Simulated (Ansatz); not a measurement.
Born–Oppenheimer molecular dynamics of BClF2H2 (6 atoms, charge 0, multiplicity 1). It starts at the highest image of a converged band, a first-order saddle point between two minima.

Computed with Ansatz 0.2.0, RKS PBE0/def2-SVP.

* ensemble: NVE (velocity Verlet)
* time step: 0.5 fs
* steps asked: 200
* starting velocities drawn for: 100 K
* seed: 5633

First frame:

```xyz
6
Properties=species:S:1:pos:R:3
B 0.086 -0.204 0.045
H 0.116 0.205 1.313
Cl 1.542 0.277 -0.829
F -1.108 -0.032 -0.502
F 0.195 -1.714 0.581
H 0.169 -0.877 1.353
```

Q: How far do the bonds stretch over the last three quarters of this one trajectory? (Pairs bonded in most of those frames.)

A: 
| bond | mean (Å) | spread (Å) | shortest | longest |
| --- | --- | --- | --- | --- |
| B1–H2 | 1.209 | 0.013 | 1.19 | 1.25 |
| B1–Cl3 | 1.768 | 0.041 | 1.69 | 1.82 |
| B1–F4 | 1.319 | 0.014 | 1.30 | 1.35 |
| F5–H6 | 0.930 | 0.013 | 0.91 | 0.99 |

Pairs bonded in part of these frames only: B1–F5 10 %.

Mean temperature of the second half: 1049 K. The conserved energy stayed within 0.026 meV per atom of its start (net change -0.0022 meV per atom), so the integration is sound. The kinetic energy rose, since the run started high on the potential surface and went downhill. It ends in pieces (BClFH + FH), so much of that is their flight and rotation, not heat. A run of 0.1 ps of so small a system gives no equilibrium averages. The orbitals stay closed-shell, which can raise the energy where a bond breaks towards radicals; this wasn't checked here.

The run took 5.5 min on 1 thread of Arm Neoverse V2, on a shared host, peak memory 0.13 GiB.
